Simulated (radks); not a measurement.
Values are calculated unless marked as measured or tabulated.
The bismuth ion Bi2+ inside a hard spherical wall (all orbitals vanish at R), configuration held at [Hg] 6p1 and not refilled when levels cross. Code: a radial shooting solver on a logarithmic mesh with Libxc functionals. Model: scalar-relativistic Kohn-Sham, PBE, spin-polarised, spherical densities, point nucleus; open shells are filled with parallel spins first (spin-orbit coupling, left out, can overturn this in heavy ions). Eigenvalues in eV for spin up, with the zero of energy where the potential of the charges vanishes at infinity; a dash marks a level that is unbound or too diffuse for the functional's potential to be trusted. A positive occupied level is held by the wall or, in an anion where self-interaction has pushed it up, behind a barrier. The pressure on the wall is -dE/dV.

\begin{tabular}{lrrrrrrrrr}
R (bohr) & E (hartree) & kinetic (hartree) & e(5p) & e(5d) & e(6s) & e(6p) & e(7s, empty) & e(6d, empty) & pressure (GPa) \\ \hline
free & -21529.9281 & 24431.522 & -113.42 & -44.594 & -31.053 & -19.591 & -10.213 & -9.089 & 0 \\
15 & -21529.9281 & 24431.522 & -113.42 & -44.594 & -31.053 & -19.591 & -10.213 & -9.089 & < 0.0001 \\
8 & -21529.9280 & 24431.523 & -113.42 & -44.589 & -31.048 & -19.584 & -9.810 & -8.877 & 0.00730 \\
7 & -21529.9274 & 24431.531 & -113.39 & -44.564 & -31.029 & -19.554 & -9.069 & -8.500 & 0.0633 \\
5 & -21529.9005 & 24431.750 & -112.84 & -44.043 & -30.579 & -18.701 & -1.786 & -4.886 & 4.65 \\
4 & -21529.7573 & 24432.672 & -111.23 & -42.546 & -28.895 & -15.637 & 13.314 & 2.679 & 46.4 \\
3.5 & -21529.4869 & 24434.197 & -109.16 & -40.633 & -26.213 & -11.196 & 30.435 & 11.479 & 164 \\
3 & -21528.7243 & 24438.108 & -104.93 & -36.632 & -19.637 & -1.191 & 62.902 & 28.611 & 651 \\
2.5 & -21526.3337 & 24449.280 & -95.758 & -27.341 & -2.102 & 23.329 & 129.81 & 64.936 & 3100 \\
2 & -21517.5947 & 24486.158 & -73.894 & -2.502 & 50.781 & 90.927 & 285.33 & 151.71 & 19100 \\
1.5 & -21477.7492 & 24632.579 & -7.314 & 79.403 & 238.51 & 308.56 & 717.48 & 398.69 & 171000 \\
\end{tabular}
